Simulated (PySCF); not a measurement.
How methods differ on the ionisation energy of Lu⁴⁴⁺

Lu⁴⁴⁺ [Ar] 3d9 [3d3/2^4 3d5/2^5, M_J = 5/2] → Lu⁴⁵⁺ [Ar] 3d8 [3d3/2^4 3d5/2^4, M_J = 4], as a difference of total energies. Computed with PySCF 2.14 in an even-tempered Gaussian basis (16 s from 10 bohr⁻², ratio 2.8; 13 p from 13 bohr⁻², ratio 2.8; 8 d from 13 bohr⁻², ratio 2.8; 3 f from 50 bohr⁻², ratio 3), with the two-component X2C-1e Hamiltonian. Correlated levels: [Ne] frozen; the 80 highest virtual spinors dropped. "Screened" scales the spin-orbit matrix elements by Boettger's factors to mimic the two-electron term; Breit and QED terms are absent.

| method | ionisation energy (eV) |
| --- | --- |
| GHF (spin-free) | 3727.4 |
| GMP2 (spin-free) | 3728.8 |
| GHF (screened spin-orbit) | 3706.9 |
| GMP2 (screened spin-orbit) | 3708.3 |

Breit and QED terms and the two-electron picture change are absent.

The spin-free rows relax to the high-spin LS determinant and lack the spin-orbit shift.

The labels give the starting determinants; with spin-orbit coupling the two ends relaxed to ⟨J²⟩ = 8.75, ⟨L²⟩ = 6.05, ⟨S²⟩ = 0.80 and ⟨J²⟩ = 20.00, ⟨L²⟩ = 13.04, ⟨S²⟩ = 1.80.

For comparison: 3706 ± 4 eV (theoretical estimate listed by NIST; NIST Atomic Spectra Database, ionization energies).
